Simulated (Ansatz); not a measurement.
`[OH][GeH2][O][SiH3]` + `C#CC#C` → `C#[C][GeH2][OH]` + `C#CO[SiH3]`  (formal exchange of groups at a Ge–O bond)

Gas-phase electronic energies from Ansatz, PBE0-D4/def2-TZVP geometries. CBS: MP2 limit from def2 TZ/QZ plus the TZ coupled-cluster correction, frozen cores. This one scheme is used for every species. Functionals use def2-TZVPP. B3LYP here is the variant with VWN-RPA as its local correlation; programs differ in this. For Ge outer-core shells are correlated without core-valence functions, which leaves a few kJ/mol of doubt a bond. Scalar relativity is left out up to krypton. Each species was taken in one conformer, which may not be the lowest.

```tsv
level	ΔE (kJ/mol)	difference from CCSD(T)/CBS
PBE-D4	141.1	1.6
r2SCAN-D4	148.7	9.2
PBE0-D4	136.6	-2.9
ωB97X-V	129.1	-10.4
ωB97M-V	130.8	-8.7
B2PLYP	144.0	4.5
PBE	140.1	0.6
B3LYP	142.6	3.1
HF/def2-TZVPP	131.0	-8.5
MP2/def2-TZVPP	145.5	6.0
CCSD/def2-TZVPP	133.4	-6.1
HF/def2-QZVPP	132.3	-7.2
SCS-MP2/def2-QZVPP	143.8	4.3
HF/CBS(def2)	132.5	-7.0
MP2/CBS(def2)	148.7	9.2
CCSD/CBS(def2)	136.6	-2.9
CCSD(T)/CBS	139.5	0
```

Largest T1 diagnostic among the species: 0.014.

In def2-TZVPP, CCSD(T) changes the Hartree–Fock value by +5.2 kJ/mol (the triples alone add +2.8 kJ/mol) and MP2 by +14.5 kJ/mol. From PBE to PBE0 (25 % exact exchange), in def2-TZVPP and without D4, ΔE moves by −4.5 kJ/mol.
